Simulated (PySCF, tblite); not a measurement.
Isomers of C6H13OP, one GFN2-xTB conformer each. Single-point energies are computed at PBE0/pcSseg-1 (PySCF, gas phase, no added dispersion term), electronic only.

Question: Rank them by PBE0/pcSseg-1 energy, lowest first (kJ/mol).
A. `[CH3:1][C@@H:2]1[CH2:3][CH2:4][CH2:5][CH2:6][P@H:7]1=[O:8]` with C1–C2–C3–C4 180°, C2–C3–C4–C5 67°, C3–C4–C5–C6 -66°, C4–C5–C6–P7 57°
B. `[CH3:1][CH:2]([CH3:3])[P@@H:4](=[O:5])[CH:6]1[CH2:7][CH2:8]1` with C1–C2–P4–O5 -59°, C2–P4–C6–C7 -102°
C. `[CH3:1][CH2:2][CH2:3][P:4]1(=[O:5])[CH2:6][CH2:7][CH2:8]1` with C1–C2–C3–P4 62°, C2–C3–P4–O5 43°, C3–P4–C6–C7 94°, P4–C6–C7–C8 17°, C6–C7–C8–P4 -17°, C3–P4–C8–C7 -90°
D. `[CH3:1][P:2]1(=[O:3])[CH2:4][CH2:5][CH2:6][CH2:7][CH2:8]1` with C1–P2–C4–C5 66°, P2–C4–C5–C6 57°, C4–C5–C6–C7 -66°, C5–C6–C7–C8 66°
E. `[CH3:1][P:2]([CH2:3][OH:4])[CH:5]1[CH2:6][CH2:7][CH2:8]1` with C1–P2–C3–O4 172°, P2–C3–O4–H 58°, C1–P2–C5–C6 -179°, P2–C5–C6–C7 -131°, C5–C6–C7–C8 12°, C6–C7–C8–C5 -12°, P2–C5–C8–C7 131°

Answer: D (0.0), A (38.4), C (89.0), B (140.5), E (223.2).

As drawn, the lowest has a P=O bond, which the highest lacks; the highest has a four-membered ring and an O–H bond, which the lowest lacks. GFN2-xTB itself gives, in the same order: 4.1, 0.0, 82.0, 103.4, 274.8. GFN2-xTB puts C[C@@H]1CCCC[P@H]1=O lowest instead; measured from each level's own lowest isomer, the values differ by up to 51.6 kJ/mol (CP(CO)C1CCC1: 274.8 against 223.2).

Which frontier levels, dipoles and rotational constants go with these structures?

```tsv
SMILES	HOMO (eV, PBE0/pcSseg-1)	LUMO (eV)	dipole (D)	A, B, C (MHz)
CP1(=O)CCCCC1	-7.19	0.96	4.46	2600, 1425, 1281
C[C@@H]1CCCC[P@H]1=O	-7.33	1.01	4.36	2237, 1726, 1060
CCCP1(=O)CCC1	-7.40	0.96	3.82	2807, 1240, 1148
CC(C)[P@@H](=O)C1CC1	-7.55	1.00	3.69	3194, 1144, 1021
CP(CO)C1CCC1	-6.66	0.69	1.17	2339, 1284, 906.7
```

What happens when harmonic zero-point energies from GFN2-xTB frequencies are added?

```tsv
SMILES	ZPE (kJ/mol)	electronic (kJ/mol)	with ZPE (kJ/mol)
CP1(=O)CCCCC1	473.7	0.0	0.0
C[C@@H]1CCCC[P@H]1=O	473.3	38.4	38.1
CCCP1(=O)CCC1	471.9	89.0	87.2
CC(C)[P@@H](=O)C1CC1	465.2	140.5	132.0
CP(CO)C1CCC1	467.2	223.2	216.7
```

The zero-point energies span 8.5 kJ/mol. The order is unchanged.
